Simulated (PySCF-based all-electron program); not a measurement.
The numbers below are computed, except where a source is named.
Rest lengths of diatomic molecules M–Br in all-electron scalar-relativistic PBE near the basis limit (in-house program on PySCF, no spin–orbit coupling, lowest state found of the spin given), each from a Morse curve fitted to the bond forces. Singlets are spin-restricted; Koelling–Harmon or spin-free Dirac relativity. In part, a faulty basis table may shift these forces by a few meV per angstrom.

```json
{"M": "B", "spin state": "singlet", "rest length (Å)": "1.90"}
{"M": "Ag", "spin state": "singlet", "rest length (Å)": "2.41"}
{"M": "In", "spin state": "singlet", "rest length (Å)": "?"}
{"M": "Lu", "spin state": "singlet", "rest length (Å)": "2.53"}
{"M": "Au", "spin state": "singlet", "rest length (Å)": "2.34"}
```

Fill in the missing lengths.

In–Br 2.58 Å.
